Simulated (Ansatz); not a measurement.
Results of the Gaussian-basis code of Ansatz.

`F[C](=[Se])[InH2]`. The species carries charge 0 and has multiplicity 1. In: def2 effective core potential. The geometry is a stationary point of PBE0-D4/def2-TZVP.

```xyz
6

F    -1.597   -1.082    1.311
C    -0.606   -0.337    0.876
Se    0.348    0.673    1.976
In    0.393    0.136   -0.997
H    -0.258    1.487   -1.812
H     1.720   -0.877   -1.354
```

Task: What is the dipole moment at B3LYP/def2-TZVPP? (Estimate.)

Result: The calculation gave: 1.29 D, with components (0.11, -0.15, -1.28) D in this frame, pointing from negative to positive charge.

Task: And with PBE, r2SCAN, ωB97M-V? (An estimate is asked.)

Result: The calculation gave: PBE 1.00 D, r2SCAN 1.25 D, ωB97M-V 1.52 D.

Task: Give the Mulliken charges with B3LYP, r2SCAN, PBE in def2-TZVPP. (Estimate.)

Result: The calculation gave: 
```tsv
atom	B3LYP	r2SCAN	PBE
F1	-0.12	-0.11	-0.07
C2	-0.01	-0.02	-0.02
Se3	-0.11	-0.11	-0.10
In4	0.48	0.47	0.41
H5	-0.12	-0.11	-0.11
H6	-0.12	-0.11	-0.11
```

B3LYP here is the variant with VWN-RPA as its local correlation; programs differ in this.
